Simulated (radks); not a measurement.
All-electron atom: the tantalum ion Ta3+ in [Kr] 4d10 4f14 5s2 5p5.5 5d2 6s0.5 (fractional occupations, a model configuration).

Method: Dirac Kohn-Sham, RPBE, spin-unpolarised, spherical densities, finite nucleus; open shells are shared between the two j in proportion to 2j + 1; Fermi nuclear charge, rms radius 5.3507 fm; computed with a radial shooting solver on a logarithmic mesh with Libxc functionals.

Energy parts (eV):
| part | energy |
|---|---|
| total | -425085.50 |
| kinetic | 476992.97 |
| electron-nucleus | -1057849.32 |
| Hartree | 164393.10 |
| exchange-correlation | -8622.25 |

Orbitals (lengths in bohr, moments of r in powers of bohr):
orbital	occ.	eigenvalue (eV)	<r^2>	<r>
1s1/2	2	-67288.48	0.0004788	0.01866
2s1/2	2	-11580.02	0.007317	0.07834
2p1/2	2	-11069.59	0.005233	0.06487
2p3/2	4	-9799.530	0.006436	0.07271
3s1/2	2	-2676.857	0.04786	0.2043
3p1/2	2	-2449.689	0.04397	0.1942
3p3/2	4	-2176.245	0.05059	0.2088
3d3/2	4	-1792.349	0.03932	0.1829
3d5/2	6	-1732.784	0.04114	0.1874
4s1/2	2	-570.8066	0.2378	0.4587
4p1/2	2	-477.0832	0.2458	0.4645
4p3/2	4	-414.1723	0.2818	0.4975
4d3/2	4	-260.0934	0.3095	0.5165
4d5/2	6	-248.5346	0.3232	0.5279
4f5/2	6	-57.0552	0.5010	0.6297
4f7/2	8	-55.0644	0.5183	0.6399
5s1/2	2	-103.6485	1.341	1.093
5p1/2	1.83333	-76.1797	1.631	1.201
5p3/2	3.66667	-67.1003	1.902	1.297
5d3/2	0.8	-31.3528	3.624	1.770
5d5/2	1.2	-30.4718	3.806	1.815
6s1/2	0.5	-27.9916	7.941	2.668
6p1/2	0	-21.7829	10.68	3.093
6p3/2	0	-20.4372	12.00	3.282

The highest occupied level is 6s1/2 at -27.992 eV. The electron density at the nucleus is 1.314e+06 e/bohr^3. The density falls to 0.001 e/bohr^3 at r = 3.67 bohr.
